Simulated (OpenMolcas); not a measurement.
# Ag²⁺: effect of the IPEA shift

```json
{
  "Program": "OpenMolcas",
  "Basis": "ANO-RCC-VTZP [7s6p4d2f1g]",
  "Scalar Hamiltonian": "DKH2, point nucleus",
  "Active space": "9 electrons in 6 orbitals (4d 5s)",
  "State averaging": "2S+1 = 4 even, 10 roots; 2S+1 = 2 even, 29 roots",
  "Spin-orbit coupling": "state interaction with AMFI integrals over the reference wave functions, term energies averaged over their components"
}
```

Methods on the same reference wave functions:
A. CASSCF
B. MS-CASPT2, IPEA 0 Eh, imaginary shift 0.1 Eh (closed shells correlated: 4s 4p)
C. MS-CASPT2, IPEA 0.25 Eh, imaginary shift 0.1 Eh (closed shells correlated: 4s 4p)

Energies in cm⁻¹ above 4d⁹ ²D_5/2, the measured ground level; measured values from Moore, Atomic Energy Levels, vol. III, NSRDS-NBS 35 (1971 reprint of NBS Circular 467, 1958).

```json
{"Level": "4d⁹ ²D_5/2", "A": "0.0", "B": "0.0", "C": "0.0", "Measured": "0.0"}
{"Level": "4d⁹ ²D_3/2", "A": "4626", "B": "4630", "C": "4630", "Measured": "4607"}
{"Level": "4d⁸ 5s ⁴F_9/2", "A": "55017", "B": "60960", "C": "62080", "Measured": "63250"}
{"Level": "4d⁸ 5s ⁴F_7/2", "A": "57506", "B": "63260", "C": "64410", "Measured": "65764"}
{"Level": "4d⁸ 5s ⁴F_5/2", "A": "59740", "B": "65580", "C": "66710", "Measured": "68145"}
{"Level": "4d⁸ 5s ⁴F_3/2", "A": "61061", "B": "66750", "C": "67880", "Measured": "69351"}
{"Level": "4d⁸ 5s ²F_7/2", "A": "64651", "B": "68470", "C": "69830", "Measured": "71691"}
{"Level": "4d⁸ 5s ²F_5/2 [59 %]", "A": "67834", "B": "70950", "C": "72350", "Measured": "73934"}
{"Level": "4d⁸ 5s ⁴P_5/2 [61 %]", "A": "71291", "B": "73620", "C": "75150", "Measured": "76406"}
{"Level": "4d⁸ 5s ⁴P_1/2", "A": "75012", "B": "76880", "C": "78510", "Measured": ""}
{"Level": "4d⁸ 5s ²D_5/2 [65 %]", "A": "76952", "B": "79040", "C": "80420", "Measured": "82231"}
{"Level": "4d⁸ 5s ²P_3/2", "A": "81637", "B": "81910", "C": "83500", "Measured": ""}
{"Level": "4d⁸ 5s ²G_9/2", "A": "81670", "B": "83760", "C": "84840", "Measured": "85599"}
{"Level": "4d⁸ 5s ²G_7/2", "A": "81715", "B": "83800", "C": "84880", "Measured": "85727"}
{"Level": "4d⁸ 5s ²P_1/2", "A": "82617", "B": "82580", "C": "84250", "Measured": ""}
```

Deviations, from unrounded energies. A percentage is the sum of absolute deviations over the sum of measured energies, with the sign that they share, or ± where signs differ.

| Against measurement | Levels | A | B | C |
| --- | --- | --- | --- | --- |
| mean absolute deviation (cm-1) | 11 | 5900 | 2400 | 1200 |
| fine structure of the ground term (%) | 1 | +0.4 | +0.5 | +0.5 |
| other configurations (%) | 10 | -8.7 | -3.5 | -1.8 |

C lies closest to measurement on these levels and A furthest from it. The largest miss of C in the table is 4d⁸ 5s ²F_7/2, by -1900 cm-1. The ranking rests on the paired levels alone, and a cruder setting can come out closer through cancelling errors.

Between B and C the level of the table that moves most is 4d⁸ 5s ²P_1/2, by 1700 cm-1 (lowest in B, highest in C). Moves below CASPT2's spread within the term are not significant.

The lowest spin-free term lies below A's lowest term by 0.520 hartree in B, 0.517 hartree in C.

CASPT2 does not keep the components of a term degenerate, so their means are used; among the terms shown or strongly mixed into the levels shown the widest spread is 1100 cm-1 (4d⁸ 5s ²G, B). A single d shell beside an s shell can misplace configurations of different d count against each other. Without dynamic correlation excited terms often stand tens of per cent too high (terms of higher spin than the ground term too low), and those without a measured partner can miss by more than the paired ones (holds for A). Some levels mix across a computed gap that differs much from the measured one, so their mixing is not that of the real levels (holds for A). Measured partners are found by configuration, term and J. A level has none where our copy of the source lacks it or the pairing is in doubt (some pairs that miss far off the trend of their configuration count as doubtful), and it then counts in no deviation. Only configurations of the active space appear. Levels that lie high or do not pair safely by name in every column are left out.

A share in square brackets marks a mixed level and gives the weight of the term that names it, the lowest over the columns.
